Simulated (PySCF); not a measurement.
# What a mistake does to a calculation on AlClH2NO anion

All numbers below are calculated, not measured. The program is PySCF 2.14.0, an open-source quantum chemistry code, run on an isolated molecule that a program drew, which may never have been made. The molecule is AlClH2NO anion (charge -1, singlet), drawn as the SMILES string `[NH2][Al]([O-])[Cl]`.

Each row is a Hartree-Fock (HF) and frozen-core CCSD(T) single point in the aug-cc-pV(D+d)Z basis, meant for a local HF minimum. Run 1 is clean. Each other run has one planted mistake out of seven kinds, and not every kind appears here: one electron removed, one electron added, multiplicity raised by two, geometry at a saddle point, minimal basis STO-3G, one bond length entered in bohr, all coordinates scaled. The reference is restricted for singlets and unrestricted otherwise, and also for a bond in bohr. Adding or removing an electron swaps singlet and doublet. Electrons count all cores. HOMO and LUMO are orbital energies over both spins, the gradient is its largest component, and the lowest frequency (negative if imaginary) is given only where the gradient is small. Bond lengths are over the 5 bonds as drawn. T1 is the CCSD diagnostic: over 0.02 (restricted) or 0.045 (unrestricted) a single reference is doubtful.

Geometry of the clean run:
```xyz
6
AlClH2NO anion, angstrom
N     0.8269    0.2379    0.1898
Al   -0.4100    1.3436   -0.5176
O    -0.8129    2.8504   -0.1186
Cl   -1.3187    0.1341   -2.1473
H     1.0180   -0.6921   -0.1170
H     1.4154    0.4931    0.9549
```

| run | electrons | basis functions | <S^2> | HOMO (eV) | LUMO (eV) | gradient (hartree/bohr) | lowest frequency (cm^-1) | mean bond (Å) | longest bond (Å) | T1 | HF (hartree) | CCSD(T) (hartree) | mistake |
|---|---|---|---|---|---|---|---|---|---|---|---|---|---|
| 1 | 48 | 128 | 0.000 | -4.95 | 3.57 | 2.8e-05 | 197 | 1.5267 | 2.224 | 0.0181 | -832.09035 | -832.75344 | no fault |
| 2 | 47 | 128 | 0.756 | -11.24 | 0.20 | 1.2e-01 | - | 1.5267 | 2.224 | 0.0138 | -832.02943 | -832.62122 | one electron removed |
| 3 | 48 | 128 | 2.012 | -0.52 | 2.26 | 5.6e-02 | - | 1.5267 | 2.224 | 0.0983 | -831.95745 | -832.60045 | multiplicity raised by two |
| 4 | 48 | 128 | 0.000 | -4.96 | 3.57 | 2.2e-02 | - | 1.5541 | 2.264 | 0.0187 | -832.08833 | -832.75522 | ? |
| 5 | 48 | 30 | 0.000 | 1.43 | 17.17 | 4.0e-02 | - | 1.5267 | 2.224 | 0.0252 | -822.28278 | -822.43972 | ? |

**Which mistake was planted in run 4, and what did it cost?**

The mean and the longest bond both change by the same factor, 1.018, and the gradient is no longer small. So the mistake is: all coordinates scaled. Subtracting run 1 and multiplying by 627.51 kcal/mol a hartree, the energy moved by 1.3 kcal/mol in HF and -1.1 kcal/mol in CCSD(T).

**Which mistake was planted in run 5, and what did it cost?**

It has 30 basis functions where the clean run has 128, with the same electrons and geometry. So the mistake is: minimal basis STO-3G. Subtracting run 1 and multiplying by 627.51 kcal/mol a hartree, the energy moved by 6154.3 kcal/mol in HF and 6472.0 kcal/mol in CCSD(T).

Cautions from the logs. Run 3: T1 is over the limit, so its CCSD(T) energy is less reliable; run 5: T1 is over the limit, so its CCSD(T) energy is less reliable and the HOMO is above zero, so the electron isn't bound and the energy depends on the basis.
